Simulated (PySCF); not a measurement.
A calculated (UHF, PySCF 2.14, Sapporo-DZP-2012, the spin-free X2C one-electron Hamiltonian (Gaussian nucleus)) atom or ion has these occupied shells.

```tsv
shell	electrons	orbital energy (eV)	rms radius, mean of both spins (bohr)
1s	2	-259.67	0.377
```

Name the element and its charge.

B³⁺ (boron, charge +3), in 1s2, closed-shell 1S.
